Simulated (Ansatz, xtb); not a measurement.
C4H4N2SSi: which of two isomers lies lower

Structure I is `N#Cc1nc([SiH3])cs1`, a singlet and structure II is `N#Cc1ncc([SiH3])s1`, a singlet. Both are isolated molecules in the gas phase, relaxed with r2SCAN-D4/def2-SVP.

**Question.** Estimate E(II) − E(I) at the level CCSD(T)/def2-SVP + ΔMP2/def2-TZVPP.

**Answer.** Calculated at CCSD(T)/def2-SVP + ΔMP2/def2-TZVPP: E(II) − E(I) = −2.6 kcal/mol, so structure II lies lower.

How the difference moves with the method:

| level | geometry | E(II) − E(I) (kcal/mol) | departure from the last row (kcal/mol) | job, with rough time for the two |
| --- | --- | --- | --- | --- |
| GFN2-xTB | GFN2-xTB | −0.7 | +1.8 | optimisation, 0.36 s |
| HF/STO-3G | GFN2-xTB | −0.5 | +2.1 | single point, 0.82 s |
| r2SCAN-D4/def2-SVP//GFN2-xTB | GFN2-xTB | −3.0 | −0.4 | single point, 6.3 s |
| r2SCAN-D4/def2-SVP | r2SCAN-D4/def2-SVP | −2.9 | −0.3 | optimisation, 59 s |
| HF/def2-SVP | r2SCAN-D4/def2-SVP | −2.6 | 0.0 | part of the CCSD(T) run |
| MP2/def2-SVP | r2SCAN-D4/def2-SVP | −2.8 | −0.2 | part of the CCSD(T) run |
| CCSD(T)/def2-SVP | r2SCAN-D4/def2-SVP | −2.4 | +0.2 | single point |
| CCSD(T)/def2-SVP + ΔMP2/def2-TZVPP | r2SCAN-D4/def2-SVP | −2.6 |  | single point, 2 min |

As drawn, both hold the same kinds of bond in the same numbers.

HF/STO-3G finds them nearly level. The largest departure from CCSD(T)/def2-SVP + ΔMP2/def2-TZVPP is that of HF/STO-3G, 2.1 kcal/mol. The last row adds to CCSD(T) the change of the MP2 difference between the two basis sets, here −0.2 kcal/mol.

With thermal terms from frequencies at re-optimised GFN2-xTB minima (ideal gas, soft modes damped towards free rotors, one conformer each, 298.15 K, 1 atm): the zero-point term adds +0.2 kcal/mol; ΔH is −2.4 and ΔG −2.3 kcal/mol.

The correlated steps freeze 16 core orbitals. Programs: Ansatz 0.2.0, xtb 6.7.1; the last row on 2 threads of Intel(R) Xeon(R) Platinum 8488C (Sapphire Rapids) on a shared host.
